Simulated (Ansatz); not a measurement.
## A rate constant, worked out

An elementary step of SnH₃F, closed shell (SnH₃F ([F][SnH3]) → SnH₂ + HF; Sn–F, Sn–H broken or loosened, F–H formed or tightened). The start structure is the reactant molecule, and the electronic barrier above it is 2.316 eV by CCSD(T) at an estimated basis limit (MP2 extrapolated from triple and quadruple zeta, plus CCSD(T) − MP2 in triple zeta). Ansatz 0.2.0; basis: def2-TZVPP and def2-QZVPP; cores frozen in the correlated methods. Filled d shells of the heavier atoms are correlated. Core potentials replace the inner electrons of the atoms past krypton. The def2 sets are not built for correlating such inner shells, so the correlated values are less sure here. Extrapolation: Hartree–Fock as exp(−7.88 √X), correlation as X^−2.97. Harmonic wavenumbers at PBE0-D4/def2-TZVP (Ansatz 0.2.0), in cm⁻¹:

Start: 506, 507, 611, 699, 699, 712, 1972, 1980, 1980.

Saddle: 1328i, 397, 402, 579, 623, 773, 1771, 1889, 1894.

Work out the transition-state-theory rate constant at 700 K from these numbers alone (harmonic vibrations; rotation, path degeneracy and anharmonicity left out), and the Wigner tunnelling factor. Use 1 cm⁻¹ = 1.2398 × 10⁻⁴ eV and k_B = 8.617 × 10⁻⁵ eV/K.

Zero-point energies, half the sums: start 9666/2 cm⁻¹ = 0.5992 eV; saddle, real modes only, 8328/2 cm⁻¹ = 0.5163 eV.
Barrier with zero-point energy: 2.316 + 0.5163 − 0.5992 = 2.2331 eV.
k_BT = 0.06032 eV, so the barrier is 37.02 k_BT.
Vibrational partition functions from the zero-point level, ln q = −Σ ln(1 − exp(−hν/k_BT)): start 2.064, saddle 2.144.
k = (k_BT/h) exp(ln q‡ − ln q) exp(−E0/k_BT), with log₁₀(k_BT/h in s⁻¹) = 13.16: log₁₀ k = 13.16 + (0.080 − 37.02)/2.3026 = -2.88, so k ≈ 1 × 10^(-3) s⁻¹.
Wigner factor: 1 + (hν‡/k_BT)²/24 = 1 + (2.73)²/24 = 1.31. A change of 1 kcal/mol (0.043 eV) in the barrier would change k by a factor of 2.1 at this temperature.

No T1 diagnostic of these runs exceeds 0.019. The restricted Hartree–Fock reference is unstable towards an unrestricted one at one or more of these structures.

Losses and insertions of silylenes and their heavier kin drive the gas-phase chemistry of silicon and germanium vapour deposition.

Labels in which every atom is bracketed show which atoms are joined, not bond orders.

For scale, one of the runs: CCSD(T)/def2-TZVPP, 123 basis functions, launched by `ansatz run in.yaml --threads 2 --pin off --events-out ev --progress --plain --max-ram 4352MiB`. Time: 11 s of wall clock on 2 CPU threads of an Arm Neoverse V1; the host was shared. Peak host memory: 0.65 GiB.
